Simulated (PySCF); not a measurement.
# Nb3N: from structure and modes to constants

Computed with B3LYP/[N def2-SVP, Nb def2-SVP with ECP28], scalar-relativistic core potentials, density fitting, no spin–orbit coupling, PySCF.

The singlet minimum has Cs symmetry. Masses (u): N 14.00307, Nb 92.90638.

```xyz
4
charge 0 multiplicity 1, angstrom
N    -0.0007   -1.5745    0.0000
Nb   -0.5701   -0.2469    1.2647
Nb    1.1410    0.7315    0.0000
Nb   -0.5701   -0.2469   -1.2647
```

Harmonic wavenumbers (cm⁻¹): 166.3 (a', ×1), 167.9 (a'', ×1), 235.2 (a', ×1), 355.2 (a', ×1), 471.2 (a'', ×1), 765.1 (a', ×1).

Task: Find the principal moments of inertia and the rotational constants. What kind of rotor is it?

Result: About the centre of mass I = 277.1, 323.56, 547.95 u Å². With B = 16.8576/I this gives 0.06083, 0.0521, 0.03076 cm⁻¹. The molecule is an asymmetric top with κ = 0.42.

Task: Give the standard entropy (298.15 K, 1 bar) by its translational, rotational, vibrational and spin parts, and Cp.

Result: Sackur–Tetrode with M = 292.72 u gives 179.7; rotation with symmetry number 1 gives 122.1; vibration 37.2; spin R ln 1 = 0.0. The total is 339.0 J/(mol K), and Cp = 4 R + 38.2 = 71.5 J/(mol K).

Stability towards spin polarisation was not tested. Only a few start shapes were tried, so a lower isomer may exist.
